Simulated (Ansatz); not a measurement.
Ag₂Cl, relaxed as a doublet with UKS PBE-D4/def2-TZVP in Ansatz, starting from the GFN1-xTB geometry. Force threshold 0.02 eV/Å.

In the def2 sets Ag takes a core potential; there is no spin–orbit coupling. The relaxation made no stability test and no search for a lower SCF solution. The structure comes from a short search, and lower isomers may exist.

Start:

```xyz
3

Ag   -1.219   -0.803   -0.486
Ag    0.710    1.028   -0.898
Cl    0.509   -0.226    1.384
```

(1) Estimate the energy that the relaxation releases and the steps that it takes.

(2) Does the start keep its bonding and symmetry?

(3) Predict the relaxed structure.

Results:

(1) 0.03 eV, in 3 steps; 3.9 s on 4 threads of Arm Neoverse V1 on a shared host. No frequencies were taken in this run, so the end may be a saddle point.

(2) By distances, no bond broke or formed. The bond that changes most is Ag2–Cl3, from 2.61 to 2.51 Å (atoms count from 1). Point group C2v at the start, C2v at the end, both within 0.05 Å.

(3) 
```xyz
3

Ag   -1.214   -0.818   -0.445
Ag    0.734    1.031   -0.861
Cl    0.480   -0.213    1.306
```
Bond lengths (bridged metal pairs left out): 2 × Ag–Cl 2.51 Å.
